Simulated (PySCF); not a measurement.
Computed shifts of a molecule C4H10O, PySCF with PBE0/pcSseg-1, GIAO, gas phase, atoms alike by connectivity averaged where their shifts nearly agree, in ppm (number of nuclei): ¹³C: 69.9 (1), 39.1 (1), 24.3 (1), 18.8 (1). ¹H: 3.95 (2), 1.80 (2), 1.37 (3), 1.34 (2), 0.57 (1). References: ¹³C against TMS (σ = 186.3 ppm); ¹⁷O against H2O (σ = 334.2 ppm); ¹H against TMS (σ = 31.56 ppm), references at their B3LYP-D3(BJ)/def2-TZVP geometries, non-relativistic. Coordinates come from a TPSSh-D3(BJ)/def2-SVP optimisation. Other conformers were not sampled.

Which molecule gave these data?
A. CCCOC
B. CC(C)(C)O
C. CCCCO
D. CCOCC

C, CCCCO
